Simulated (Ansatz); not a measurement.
C2H6BO2 (SMILES CO[B]OC), doublet, geometry from GFN2-xTB. Base run: CCSD/6-311G** run with Ansatz (a quantum-chemistry and plane-wave program).

Input for Ansatz:
Ansatz 0.2 input:
```yaml
crystal:
  periodic: [false, false, false]
  atoms:
    - {symbol: C, position_ang: [1.94644984, 0.59799842, 0.28473261]}
    - {symbol: O, position_ang: [1.31633345, -0.63390703, -0.07185778]}
    - {symbol: B, position_ang: [0.00332445, -0.81834504, -0.20905919]}
    - {symbol: O, position_ang: [-0.87585325, 0.20696569, -0.01806442]}
    - {symbol: C, position_ang: [-2.27167056, 0.13785852, -0.11124569]}
    - {symbol: H, position_ang: [1.20515373, 1.38947060, 0.39223415]}
    - {symbol: H, position_ang: [2.47657843, 0.45150328, 1.22710755]}
    - {symbol: H, position_ang: [2.65933104, 0.85508520, -0.50002597]}
    - {symbol: H, position_ang: [-2.70255446, -0.03000945, 0.88069122]}
    - {symbol: H, position_ang: [-2.63289766, 1.09321993, -0.49828473]}
    - {symbol: H, position_ang: [-2.59475070, -0.66715519, -0.77797028]}
basis:
  gaussian:
    orbitals: 6-311G__.json
magnetization: {spin_polarized: true, initial_magnetization: 1}
correlation: {method: ccsd}
```
The basis file holds 6-311G** in the JSON format of the Basis Set Exchange.

The base was run again with changes. Order these runs by total energy, lowest first: method = bccd | electrons = all | reference functional = pbe0 | method = rpa | method = mp2.

electrons = all (ΔE vs base (mEh) -95.833), method = rpa (ΔE vs base (mEh) -80.302), method = bccd (ΔE vs base (mEh) 1.882), reference functional = pbe0 (ΔE vs base (mEh) 4.952), method = mp2 (ΔE vs base (mEh) 39.624)
